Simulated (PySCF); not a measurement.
Gas-phase XPS of `OB(O)Br`, computed

BBrH2O2.
Bonds: O1–B2, B2–O3, B2–Br4. Hydrogens: H5 on O1; H6 on O3.

Theory: delta-SCF UKS SCAN, pcX-2 on the ionised atom, pcseg-1 elsewhere, spin-free X2C in PySCF. Vertical ΔSCF values, vacuum level as zero.

Problem. What binding energy does each computed site have?

Solution. 
```csv
atom(s),environment,level,binding energy (eV),count
O1/O3,boron-bound oxygen,O 1s,539.77,2
B2,three-coordinate boron,B 1s,198.85,1
```

Problem. What is the longest wavelength that can ionise B 1s of B2 vertically?

Solution. λ = hc/E = 12398.42 eV Å / 198.85 eV = 62.351 Å.

Problem. Which photon energy gives electrons from B 1s of B2 a kinetic energy of 20 eV, and what is their de Broglie wavelength?

Solution. hν = 198.85 + 20 = 218.85 eV, recoil neglected; λ = 12.264 Å/√(E/eV) = 2.74 Å.

Topologically equivalent atoms share the value of their first member; where this conformer doesn't relate them by symmetry, their own values could differ. No level of bromine is listed. Geometry: PBE0-D3(BJ)/def2-SVP, one conformer, isolated molecule.

On one thread, x86-64 server, on a shared host, this took 4.9 s of wall time.

The values belong to the conformer `[OH:1][B:2]([OH:3])[Br:4]`: H–O1–B2–O3 0°, H–O3–B2–O1 180°.
